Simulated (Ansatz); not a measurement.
Single points on Cu2F2⁺, that is (CuF)2 ring with one electron fewer.

```yaml
crystal:
  periodic: [false, false, false]
  atoms:
    - {symbol: Cu, position_ang: [-0.013375, -1.111670, 0.410714]}
    - {symbol: F, position_ang: [-1.165715, 0.371794, 0.968411]}
    - {symbol: Cu, position_ang: [0.013376, 1.111659, -0.410712]}
    - {symbol: F, position_ang: [1.165714, -0.371784, -0.968413]}
basis:
  gaussian: {orbitals: def2-TZVP, initial_orbitals: start.molden}
total_charge: 1
magnetization: {spin_polarized: true, initial_magnetization: 1}
hamiltonian: {xc: pbe, dispersion: d4}
scf: {omitted_lower_state_checks: [starts]}
output: {orbitals: {seedname: orbitals}}
```

The file start.molden holds the orbitals of an earlier run on this structure, at another level or in another basis.

```sh
$ ansatz run in.yaml --threads 4 --pin off --events-out ev --progress --plain --max-ram 3916MiB
```

Output, abridged:

```
Functional definition: PBE
1218 factors; their error is unknown
mean field evaluation 1: about -94692.3499 eV, gradient 9.0e0 eV
mean field evaluation 2: about -94692.5874 eV, gradient 2.6e-1 eV
mean field evaluation 4: about -94692.5329 eV, gradient 6.2e-2 eV
mean field evaluation 8: about -94692.5329 eV, gradient 2.5e-5 eV
mean field -94692.53287880 eV, -3479.8863983919 hartree, gradient 4.4e-6 eV, S^2 0.751830; 0 other end points of the search recorded, 0 dependent functions left out
reference -94692.53293471 eV, -3479.8864004463 hartree; 38, 37 occupied and 114, 115 virtual orbitals, 1218 factors
Total energy: -94692.61157691 eV, -3479.8892904941 hartree
Checks for a lower state left out: starts
```

Hardware: 4 threads of Arm Neoverse V2 on a shared host. Wall time 3.1 s.

As the first input, with `hamiltonian: {xc: pbe0, dispersion: d4}` (abridged; 6.5 s):

```
Functional definition: PBE0
mean field -94691.94260388 eV, -3479.8647061886 hartree, gradient 4.3e-6 eV, S^2 0.756380
Total energy: -94692.00807218 eV, -3479.8671121044 hartree
Checks for a lower state left out: starts
```

The first input with `hamiltonian: {xc: r2scan, dispersion: d4}` (abridged; 7 s):

```
Functional definition: r2SCAN
mean field -94708.03427962 eV, -3480.4560643646 hartree, gradient 1.3e-5 eV, S^2 0.753780
Total energy: -94708.04986704 eV, -3480.4566371920 hartree
Checks for a lower state left out: starts
```

Geometry: PBE0-D4/def2-SVP, that of the neutral singlet.
